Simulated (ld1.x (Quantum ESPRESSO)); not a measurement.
# chlorine (Cl), TM: configuration errors across variants

* Element: Cl
* Generator: ld1.x (Quantum ESPRESSO) 7.5
* Type: norm-conserving Troullier–Martins (Kleinman–Bylander form)
* Functional: PBE
* Relativity: scalar-relativistic
* Frozen core: [Ne]
* Valence charge: 7
* Reference configuration: 3s2 3p5
* Partial waves: 3s (bound): rc 1.30 bohr; 3p (bound): rc 1.00 bohr; 3d channel at 0.05 Ry: rc 1.35 bohr
* Local potential: the d channel
* Core correction: a·sin(br)/r model core, default radius (core density twice the valence density)

All-electron excitation energies from the reference (eV): (1) 3s2 3p4 13.875; (2) 3s2 3p3 39.322; (3) 3s2 3p2 77.630; (4) 3s2 3p4.5 5.583; (5) 3s2 3p1 129.873; (6) 3s1 3p5 26.584; (7) 3s2 3p5.3 -2.138.

Errors AE − PS in meV (a dash: test not solved or not reliable):

| change | (1) | (2) | (3) | (4) | (5) | (6) | (7) | bound ghosts |
| --- | --- | --- | --- | --- | --- | --- | --- | --- |
| base | +6.6 | +41 | +130 | +1.2 | +304 | +14 | +0.4 | none |
| wave 3s (bound): rc 1.30 bohr becomes 3s (bound): rc 0.90 bohr | +8.1 | +53 | +181 | +1.4 | +459 | +16 | +0.4 | none |
| wave 3s (bound): rc 1.30 bohr becomes 3s (bound): rc 1.18 bohr | +6.6 | +42 | +132 | +1.2 | +308 | +14 | +0.4 | none |
| wave 3s (bound): rc 1.30 bohr becomes 3s (bound): rc 1.44 bohr | +6.9 | +44 | +140 | +1.3 | +332 | +12 | +0.4 | none |
| wave 3s (bound): rc 1.30 bohr becomes 3s (bound): rc 1.60 bohr | +7.6 | +49 | +162 | +1.4 | +397 | +8.4 | +0.4 | none |
| wave 3s (bound): rc 1.30 bohr becomes 3s (bound): rc 1.74 bohr | +8.5 | +56 | +189 | +1.5 | +474 | +3.1 | +0.4 | none |
| wave 3s (bound): rc 1.30 bohr becomes 3s (bound): rc 1.92 bohr | +10 | +70 | +239 | +1.8 | +614 | -8.3 | +0.5 | none |

Q: Give the same row for: wave 3s (bound): rc 1.30 bohr becomes 3s (bound): rc 1.08 bohr.

A: +7.0, +44, +143, +1.2, +343, +13, +0.4; bound ghosts: none.
